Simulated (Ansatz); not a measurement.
`[CH3][AlH][SiH2]F`, relaxed with RKS PBE0-D4/def2-TZVP in the Gaussian-basis code of Ansatz from a PBE-D4/def2-SVP geometry. The force threshold is 0.005 eV/Å; the program also tests the step.

Total charge 0; spin multiplicity 1.

Start:

```xyz
10

C    -0.132    0.925   -1.683
Al   -0.657   -0.493   -0.425
Si    0.432   -0.649    1.789
F     1.557    0.562    1.911
H     0.960    0.884   -1.885
H    -0.322    1.925   -1.237
H    -0.667    0.871   -2.652
H    -1.793   -1.573   -0.783
H    -0.530   -0.493    2.945
H     1.152   -1.960    2.019
```

```tsv
step	energy (eV)	largest force (eV/Å)	largest move (Å)
1	-18319.2672	1.053	0.000
2	-18319.3008	0.731	0.080
3	-18319.3111	0.559	0.042
4	-18319.3169	0.019	0.018
5	-18319.3171	0.012	0.013
6	-18319.3171	0.005	0.005
7	-18319.3171	0.002	0.004
```

End:

```xyz
10

C    -0.137    0.922   -1.687
Al   -0.648   -0.478   -0.428
Si    0.440   -0.637    1.785
F     1.553    0.522    1.964
H     0.939    0.886   -1.887
H    -0.332    1.910   -1.257
H    -0.665    0.857   -2.640
H    -1.772   -1.553   -0.771
H    -0.518   -0.489    2.921
H     1.140   -1.939    2.001
```

It took 29 s on 2 threads of an Arm Neoverse V2 on a shared host, with 0.38 GiB of host memory at the peak.
